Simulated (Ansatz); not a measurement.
Reaction (atomization): `[CH3][GeH2][Br]` → Br• + C• + Ge• + 5 H•

Gas-phase electronic energies from Ansatz, PBE0-D4/def2-TZVP geometries. CCSD(T)/CBS is the MP2 limit (def2-TZVPP, def2-QZVPP) plus CCSD(T) − MP2 in def2-TZVPP, frozen cores. This one scheme is used for every species, atoms too. DFT in def2-TZVPP. B3LYP here is the variant with VWN-RPA as its local correlation; programs differ in this. HSE06 is defined as in plane-wave codes. Open shells (•) are unrestricted, without spin–orbit coupling. Spin–orbit coupling would lower the free atoms: a little for C; clearly for Br, Ge. For Br, Ge outer-core shells are correlated without core-valence functions, so the limit isn't a true one: a few kJ/mol of doubt a bond, and 10 to 20 or more in all where bonds break to atoms. Scalar relativity is left out up to krypton.

`[CH3][GeH2][Br]`:

```xyz
8

C    -1.038   -0.152    0.233
Ge    0.813   -0.024   -0.337
Br    1.852    1.570    0.990
H    -1.529    0.814    0.113
H    -1.083   -0.447    1.281
H    -1.561   -0.896   -0.372
H     0.956    0.466   -1.785
H     1.591   -1.331   -0.124
```

| level | ΔE (kJ/mol) | difference from CCSD(T)/CBS |
| --- | --- | --- |
| LDA (SPW92) | 2814.4 | 292.6 |
| PBE-D4 | 2511.1 | -10.7 |
| revPBE-D4 | 2459.9 | -61.9 |
| BLYP-D4 | 2465.7 | -56.1 |
| r2SCAN-D4 | 2516.5 | -5.3 |
| B97M-V | 2523.7 | 1.9 |
| PBE0-D4 | 2498.5 | -23.3 |
| B3LYP-D4 | 2492.3 | -29.5 |
| r2SCANh-D4 | 2508.1 | -13.7 |
| r2SCAN0-D4 | 2496.8 | -25.0 |
| HSE06-D4 | 2499.2 | -22.6 |
| BHLYP-D4 | 2457.8 | -64.0 |
| CAM-B3LYP-D4 | 2502.1 | -19.7 |
| ωB97X-V | 2516.7 | -5.1 |
| PBE | 2496.5 | -25.3 |
| revPBE | 2419.9 | -101.9 |
| BLYP | 2434.0 | -87.8 |
| r2SCAN | 2513.1 | -8.7 |
| PBE0 | 2486.0 | -35.8 |
| B3LYP | 2468.4 | -53.4 |
| r2SCANh | 2504.5 | -17.3 |
| r2SCAN0 | 2492.7 | -29.1 |
| HSE06 | 2487.5 | -34.3 |
| BHLYP | 2437.6 | -84.2 |
| CAM-B3LYP | 2489.3 | -32.5 |
| LC-ωPBE | 2478.1 | -43.7 |
| HF/def2-SVP | 1896.6 | -625.2 |
| MP2/def2-SVP | 2374.1 | -147.7 |
| CCSD/def2-SVP | 2354.3 | -167.5 |
| CCSD(T)/def2-SVP | 2373.8 | -148.0 |
| HF/def2-TZVPP | 1891.1 | -630.7 |
| MP2/def2-TZVPP | 2474.6 | -47.2 |
| SCS-MP2/def2-TZVPP | 2474.5 | -47.3 |
| CCSD/def2-TZVPP | 2443.1 | -78.7 |
| CCSD(T)/def2-TZVPP | 2471.5 | -50.3 |
| HF/def2-QZVPP | 1890.4 | -631.4 |
| MP2/def2-QZVPP | 2503.2 | -18.6 |
| SCS-MP2/def2-QZVPP | 2508.1 | -13.7 |
| HF/CBS(def2) | 1890.4 | -631.4 |
| CCSD/CBS(def2) | 2493.4 | -28.4 |
| CCSD(T)/CBS | 2521.8 | 0 |

Largest T1 diagnostic among the species: 0.009.

From r2SCAN to r2SCAN0 (25 % exact exchange), in def2-TZVPP and without D4, ΔE moves by −20.4 kJ/mol: exact exchange takes away binding that semilocal exchange gives to molecules. Leaving LDA and LC-ωPBE aside and taking each functional with its dispersion term where it has one, the values spread over 65.9 kJ/mol, from BHLYP-D4 to B97M-V. LDA lies +317.9 kJ/mol from PBE without D4, its usual overbinding.

For atomizations the MP2-based limit and the directly extrapolated one differ by several kJ/mol either way, and by 10 to 25 for some Ge, Se and Sn compounds, so smaller differences from it don't rank the levels.
